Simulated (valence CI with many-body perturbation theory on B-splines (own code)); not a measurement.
E1 line list for Dy⁶¹⁺

Level of theory: valence CI with perturbative core correlation (CI+MBPT): three valence electrons over a frozen Dirac-Fock core [He], radial functions for each j: 11 s, 11 p, 9 d, 7 f, 5 g, 2 h, 1 i, with the one-electron correlation potential Σ1 (screened to all orders), the two-electron term Σ2, the three-electron term Σ3, Breit, model QED; selected single and double excitations, second order for the rest (own B-spline code, finite nucleus).

The last digits are not significant, and no measured levels were compared; by estimate large intervals hold to a few tenths of a per cent, small ones and those within an open d or f shell to about a per cent.

Lines 101 to 150 of 280 in falling wavelength, among levels below 728.47 Ry, chosen from the strongest by gf and those to the six lowest levels. Wavelengths and rates use the calculated energies. Electric multipoles are in the length gauge, E1 and E2 with the static RPA response of the core. Weak lines are less certain than strong ones. Lines between different terms over intervals too small for the method are left out, as are lines whose strength nearly cancels. The highest levels of a list are the least certain.

Levels are named by their leading jj configuration (3d3/2^4 stands for four electrons in 3d with j = 3/2), which in mixed levels can hold well under half, so a name can repeat and another be missing. Letters in brackets count levels of one name in rising energy.

| λ vac (nm) | Upper | Lower | A (s⁻¹) | log gf | Branch % |
| --- | --- | --- | --- | --- | --- |
| 1.078 | (2p1/2 2p3/2^2) J=5/2 | (2s 2p1/2 2p3/2) J=5/2 | 2.84e+12 | -0.53 | 50.5 |
| 1.064 | (2p1/2 2p3/2^2) J=3/2 | (2s 2p1/2 2p3/2) J=3/2 [a] | 3.12e+12 | -0.67 | 51.4 |
| 1.044 | (2p1/2 2p3/2^2) J=5/2 | (2s 2p1/2 2p3/2) J=3/2 [a] | 6.05e+10 | -2.23 | 1.1 |
| 1.002 | (2p1/2 2p3/2^2) J=1/2 | (2s 2p1/2 2p3/2) J=3/2 [a] | 5.79e+10 | -2.76 | 0.9 |
| 0.6292 | (2p1/2 2p3/2^2) J=3/2 | (2s 2p1/2^2) J=1/2 | 3.19e+10 | -3.12 | 0.5 |
| 0.6158 | (2s 2p3/2^2) J=3/2 | (2s^2 2p1/2) J=1/2 | 3.49e+10 | -3.10 | 0.5 |
| 0.1727 | (2s 2p1/2 3s) J=1/2 [a] | (2s 2p1/2 2p3/2) J=1/2 | 4.94e+12 | -2.35 | 3.2 |
| 0.1722 | (2s 2p1/2 3s) J=3/2 | (2s 2p1/2 2p3/2) J=1/2 | 3.16e+12 | -2.25 | 1.9 |
| 0.1721 | (2s^2 3p1/2) J=1/2 | (2s 2p1/2 2p3/2) J=3/2 [a] | 1.24e+12 | -2.96 | 18.9 |
| 0.1717 | (2p1/2 2p3/2 3s) J=5/2 | (2p1/2 2p3/2^2) J=5/2 | 6.10e+13 | -0.79 | 57.6 |
| 0.1715 | (2s 2p1/2 3s) J=1/2 [b] | (2s 2p1/2 2p3/2) J=1/2 | 4.78e+13 | -1.38 | 37.6 |
| 0.1715 | (2p1/2 2p3/2 3s) J=3/2 [b] | (2p1/2 2p3/2^2) J=5/2 | 8.48e+13 | -0.82 | 48.3 |
| 0.1707 | (2s 2p3/2 3s) J=5/2 | (2s 2p3/2^2) J=5/2 | 6.40e+13 | -0.77 | 54.4 |
| 0.1707 | (2s 2p1/2 3s) J=3/2 | (2s 2p1/2 2p3/2) J=5/2 | 1.01e+14 | -0.75 | 59.2 |
| 0.1704 | (2s 2p1/2 3s) J=1/2 [a] | (2s 2p1/2 2p3/2) J=3/2 [a] | 1.16e+14 | -0.99 | 76.5 |
| 0.1702 | (2s^2 3s) J=1/2 | (2s^2 2p3/2) J=3/2 | 1.29e+14 | -0.95 | 75.9 |
| 0.1702 | (2s 2p3/2 3s) J=3/2 [a] | (2s 2p3/2^2) J=5/2 | 9.95e+13 | -0.76 | 51.5 |
| 0.1698 | (2s 2p1/2 3s) J=3/2 | (2s 2p1/2 2p3/2) J=3/2 [a] | 8.24e+12 | -1.85 | 4.8 |
| 0.1692 | (2s 2p1/2 3s) J=1/2 [b] | (2s 2p1/2 2p3/2) J=3/2 [a] | 2.33e+12 | -2.70 | 1.8 |
| 0.1642 | (2s 2p1/2 3d3/2) J=3/2 [a] | (2s 2p1/2 2p3/2) J=1/2 | 6.07e+12 | -2.01 | 2.2 |
| 0.1640 | (2s 2p1/2 3p1/2) J=1/2 [b] | (2s^2 2p3/2) J=3/2 | 1.41e+12 | -2.94 | 0.9 |
| 0.1637 | (2p1/2 2p3/2 3d3/2) J=5/2 [a] | (2p1/2 2p3/2^2) J=5/2 | 6.17e+13 | -0.83 | 50.6 |
| 0.1635 | (2p1/2^2 3d3/2) J=3/2 | (2p1/2^2 2p3/2) J=3/2 | 1.66e+14 | -0.58 | 90.5 |
| 0.1632 | (2s 2p1/2 3d3/2) J=3/2 [b] | (2s 2p1/2 2p3/2) J=1/2 | 9.75e+12 | -1.81 | 0.7 |
| 0.1631 | (2s 2p1/2 3d3/2) J=1/2 | (2s 2p1/2 2p3/2) J=1/2 | 8.28e+13 | -1.18 | 7.4 |
| 0.1630 | (2p1/2^2 3p1/2) J=1/2 | (2s 2p1/2 2p3/2) J=3/2 [a] | 1.50e+12 | -2.92 | 0.2 |
| 0.1629 | (2p1/2 2p3/2 3d3/2) J=3/2 [b] | (2p1/2 2p3/2^2) J=5/2 | 1.26e+14 | -0.70 | 10.4 |
| 0.1629 | (2s 2p1/2 3d3/2) J=3/2 [a] | (2s 2p1/2 2p3/2) J=5/2 | 4.50e+12 | -2.15 | 1.7 |
| 0.1625 | (2s 2p3/2 3d5/2) J=5/2 [a] | (2s 2p3/2^2) J=3/2 | 8.38e+13 | -0.70 | 11.0 |
| 0.1625 | (2s 2p1/2 3d5/2) J=5/2 [a] | (2s 2p1/2 2p3/2) J=3/2 [b] | 9.53e+13 | -0.65 | 9.5 |
| 0.1623 | (2s 2p1/2 3d3/2) J=5/2 | (2s 2p1/2 2p3/2) J=5/2 | 1.67e+14 | -0.40 | 86.8 |
| 0.1623 | (2p1/2 2p3/2 3d5/2) J=3/2 [b] | (2p1/2 2p3/2^2) J=1/2 | 8.95e+14 | 0.15 | 86.5 |
| 0.1622 | (2s 2p3/2 3d3/2) J=1/2 [b] | (2s 2p3/2^2) J=1/2 | 3.72e+14 | -0.53 | 29.2 |
| 0.1621 | (2s 2p3/2 3d3/2) J=5/2 [a] | (2s 2p3/2^2) J=5/2 | 8.43e+13 | -0.70 | 8.9 |
| 0.1621 | (2s 2p1/2 3d3/2) J=3/2 [a] | (2s 2p1/2 2p3/2) J=3/2 [a] | 8.11e+13 | -0.89 | 30.0 |
| 0.1620 | (2s 2p3/2 3d5/2) J=3/2 [a] | (2s 2p3/2^2) J=3/2 | 4.38e+14 | -0.16 | 38.2 |
| 0.1620 | (2s 2p3/2 3d5/2) J=3/2 [a] | (2s 2p3/2^2) J=1/2 | 3.58e+14 | -0.25 | 31.2 |
| 0.1620 | (2s 2p3/2 3d3/2) J=3/2 [a] | (2s 2p3/2^2) J=5/2 | 1.54e+14 | -0.62 | 15.2 |
| 0.1619 | (2s 2p1/2 3d3/2) J=3/2 [b] | (2s 2p1/2 2p3/2) J=5/2 | 3.84e+13 | -1.22 | 2.9 |
| 0.1618 | (2p1/2 2p3/2 3d5/2) J=5/2 [a] | (2p1/2 2p3/2^2) J=5/2 | 2.84e+14 | -0.17 | 29.3 |
| 0.1618 | (2s 2p3/2 3d5/2) J=1/2 | (2s 2p3/2^2) J=1/2 | 6.52e+14 | -0.29 | 72.2 |
| 0.1617 | (2p1/2^2 3d5/2) J=5/2 | (2p1/2^2 2p3/2) J=3/2 | 9.35e+14 | 0.34 | 99.5 |
| 0.1617 | (2s 2p1/2 3d5/2) J=5/2 [b] | (2s 2p1/2 2p3/2) J=3/2 [b] | 7.60e+14 | 0.25 | 79.2 |
| 0.1617 | (2s 2p1/2 3d5/2) J=3/2 | (2s 2p1/2 2p3/2) J=3/2 [b] | 1.65e+14 | -0.59 | 17.3 |
| 0.1617 | (2s 2p1/2 3d5/2) J=3/2 | (2s 2p1/2 2p3/2) J=1/2 | 7.37e+14 | 0.06 | 76.9 |
| 0.1616 | (2s^2 3d3/2) J=3/2 | (2s^2 2p3/2) J=3/2 | 1.74e+14 | -0.56 | 16.3 |
| 0.1615 | (2p1/2 2p3/2 3d5/2) J=5/2 [b] | (2p1/2 2p3/2^2) J=5/2 | 4.98e+14 | 0.07 | 34.7 |
| 0.1615 | (2s 2p1/2 3d3/2) J=5/2 | (2s 2p1/2 2p3/2) J=3/2 [a] | 2.06e+13 | -1.32 | 10.7 |
| 0.1614 | (2p1/2 2p3/2 3d5/2) J=3/2 [a] | (2p1/2 2p3/2^2) J=3/2 | 6.46e+14 | 0.00 | 81.4 |
| 0.1614 | (2p1/2 2p3/2 3d5/2) J=5/2 [a] | (2p1/2 2p3/2^2) J=3/2 | 6.62e+14 | 0.19 | 68.2 |

(1) How does gf follow from A for the line at 0.1717 nm?

Answers

(1) gf = 1.4992 × (2J+1)_upper × A / σ², with σ = 58245282 cm⁻¹ and 2J+1 = 6: gf = 0.162.
